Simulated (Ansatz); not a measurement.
The molecule SiAs, multiplicity 2 (lowest of 2S+1 = 2, 4 at CCSD(T)/def2-TZVPP on PBE0 minima; our sources give no spin for the ground state, which may be another). No spin–orbit coupling. As is treated without relativity.

Seven points along R, fitted to fifth degree in 1/R; most abundant isotopes. Runs in def2 and cc sets follow the lowest solution found near the PBE0 minimum.

Programs: Ansatz (a program for electronic structure) with Gaussian orbitals. Each number belongs to the level named beside it.

```json
[
 {"level": "SVWN5/def2-TZVPP", "r_e (Å)": "2.177", "ω_e (cm⁻¹)": "491", "ω_e x_e (cm⁻¹)": "1.4", "dipole (D)": "0.52"},
 {"level": "PBE/def2-TZVPP", "r_e (Å)": "2.201", "ω_e (cm⁻¹)": "478", "ω_e x_e (cm⁻¹)": "1.4", "dipole (D)": "0.45"},
 {"level": "r2SCAN/def2-TZVPP", "r_e (Å)": "2.180", "ω_e (cm⁻¹)": "[?]", "ω_e x_e (cm⁻¹)": "1.5", "dipole (D)": "0.54"},
 {"level": "B97M-V/def2-TZVPP", "r_e (Å)": "2.174", "ω_e (cm⁻¹)": "506", "ω_e x_e (cm⁻¹)": "1.5", "dipole (D)": "0.45"},
 {"level": "B3LYP/def2-TZVPP", "r_e (Å)": "2.185", "ω_e (cm⁻¹)": "493", "ω_e x_e (cm⁻¹)": "1.4", "dipole (D)": "0.65"},
 {"level": "PBE0/def2-TZVPP", "r_e (Å)": "2.172", "ω_e (cm⁻¹)": "509", "ω_e x_e (cm⁻¹)": "1.5", "dipole (D)": "0.60"},
 {"level": "wB97M-V/def2-TZVPP", "r_e (Å)": "[?]", "ω_e (cm⁻¹)": "[?]", "ω_e x_e (cm⁻¹)": "1.3", "dipole (D)": "0.88"}
]
```

Problem. What belongs in the gaps?

Solution. 
- wB97M-V/def2-TZVPP, r_e (Å): 2.154
- wB97M-V/def2-TZVPP, ω_e (cm⁻¹): 532
- r2SCAN/def2-TZVPP, ω_e (cm⁻¹): 499
